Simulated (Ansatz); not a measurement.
**Question.** Name a neutral molecule of C, N, Si and H with LUMO energy (PBE/def2-TZVPP) between -0.15 and 0.15 eV and size of the dipole moment (B3LYP/def2-TZVPP) between 0.85 and 1.15 D (Ansatz, PBE0-D4/def2-TZVP geometry).

**Answer.** `C[SiH](C)N(C(C)(C)C)[Si](C)(C)C` (0.00 eV, 1.09 D). Other molecules can fit too; these were computed, each in one conformer that needn't be the lowest.

B3LYP here is the variant with VWN-RPA as its local correlation; programs differ in this.
